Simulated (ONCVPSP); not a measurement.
# Varying the ONCV potential for Ta

Base potential:

```
Element                 : tantalum
Generator               : ONCVPSP 4.0.1
Type                    : optimised norm-conserving Vanderbilt (ONCV)
Functional              : revPBE
Relativity              : fully relativistic
Frozen core             : [Kr] 4d10 4f14
Valence charge          : 13
Reference configuration : 5s2 5p6 5d3 6s1 (charge +1)
Partial waves           : 5s+6s: rc 1.60 bohr, ncon 4, nbas 7, qcut 6.9 1/bohr, 2 projectors; 5p: rc 1.25 bohr, ncon 3, nbas 6, qcut 6.8 1/bohr, 2 projectors, debl 2.8 Ha; 5d: rc 2.95 bohr, ncon 4, nbas 9, qcut 4.6 1/bohr, 2 projectors, debl 1.1 Ha
Local potential         : polynomial inside 0.90 bohr (lpopt 5, dvloc0 -1 Ha)
Core correction         : Teter function, fcfact 3, rcfact 1.35
```

Open shells are filled in proportion to 2j + 1.

All-electron outer shells of the reference configuration (revPBE, scalar-relativistic, ld1.x):

| shell | level (eV) | outermost node (bohr) | outermost maximum (bohr) |
| --- | --- | --- | --- |
| 5s | -80.15 | 0.54 | 0.98 |
| 5p | -46.57 | 0.58 | 1.13 |
| 4f | -31.84 | – | 0.44 |
| 6s | -11.52 | 1.32 | 2.68 |
| 5d | -10.41 | 0.65 | 1.56 |

Cutoffs, loose and tight: the cutoffs (Ha) at which the residual kinetic energy of the hardest occupied pseudo-wave falls to 1 and 0.1 mHa per electron. They do not see the model core or the augmentation charge, which bear on the density cutoff. Test errors are all-electron minus pseudo excitation energies from the reference, over the configurations 5s2 5p6 5d3 6s2; 5s2 5p6 5d3 6s0; 5s2 5p6 5d2 6s0; 5s2 5p6 5d3 6s1 6p1. A dash means not determined; rows that change the core or the reference have their own tests.

A true bound ghost makes a file unfit for plane-wave use even where its test errors are small: the radial tests pick states by their node count and pass the ghost by.

```
    change    outcome  cutoff, loose  cutoff, tight  bound ghosts  GHOST(+) flags above zero  largest test error (meV)
      base  generated          40 Ha          92 Ha             s     p3/2, d5/2, p1/2, d3/2                       +48
s: rc 1.32  generated          40 Ha          92 Ha             s     p3/2, d5/2, p1/2, d3/2                       +49
s: rc 1.48  generated          40 Ha          92 Ha             s     p3/2, d5/2, p1/2, d3/2                       +48
s: rc 1.82  generated          40 Ha          92 Ha             s     p3/2, d5/2, p1/2, d3/2                       +48
s: rc 1.98  generated          40 Ha          92 Ha             s     p3/2, d5/2, p1/2, d3/2                       +47
s: rc 2.16  generated          40 Ha          92 Ha             s     p3/2, d5/2, p1/2, d3/2                       +47
s: rc 2.34  generated          40 Ha          92 Ha             s     p3/2, d5/2, p1/2, d3/2                       +47
```

(1) What comes out with this change to the base: s: rc 1.12?

## Answers

(1) outcome: failed: ERROR pspot: first pseudo wave function has node, program will stop. Cause: the optimised pseudo-wave of the first projector has a node, so the radial equation cannot be inverted for a potential.

Reading the sweep of the s radius (base included, trends over the rows without a ghost): Bound ghosts are found at 1.32, 1.48, 1.6, 1.82, 1.98, 2.16, 2.34 bohr. Every judged row has one, so this setting neither creates nor removes them. The generation fails at 1.12 bohr.
